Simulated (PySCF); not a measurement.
C3H7BFN, SMILES C=C(F)B(C)N.

Geometry: ωB97X-D3(BJ)/def2-SVP. This is a generated structure with no PubChem entry under its InChIKey; it may be hypothetical. The values are those of a single conformer.

These are PBE/def2-TZVP run with PySCF values and carry that method's errors.

Gas-phase values at a fixed geometry.

Computed frontier levels, gap, dipole moment and polarisability:
```yaml
highest_occupied_level: -6.06 eV
lowest_empty_level: -1.54 eV
orbital_gap: 4.52 eV
dipole_moment: 0.555 e·Å
quadrupole, principal values (traceless, Buckingham form, about the centre of nuclear charge): -5.10, 1.21, 3.89 D·Å
mean_static_polarisability: 61.6 bohr³ (9.12 Å³)
polarisability_principal_values: 44.5, 63.8, 76.4 bohr³
```
